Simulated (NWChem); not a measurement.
Species: BCl cation, doublet

Computed with NWChem. Spin-unrestricted. Structure relaxed at the PBE0/def2-SVP, spin-unrestricted level. No stability test was run on the SCF state. Vertical excitations in the gas phase; the lowest state need not have the same character in each row. Excited states of an open shell can be spin-contaminated.

For level LDA (Slater exchange, VWN5)/aug-cc-pVDZ, TDA:

lowest excitation (eV): 4.22
lowest state with f > 0.02 (eV): 4.98
lowest empty minus highest occupied level, either spin (eV): 2.66

Problem. How do the values read with level LRC-wPBEh/aug-cc-pVDZ, TDA instead?

Solution. The lowest excitation (eV) is 4.82 and the lowest state with f > 0.02 (eV) is 5.50. The lowest empty minus highest occupied level, either spin (eV) is 9.57.
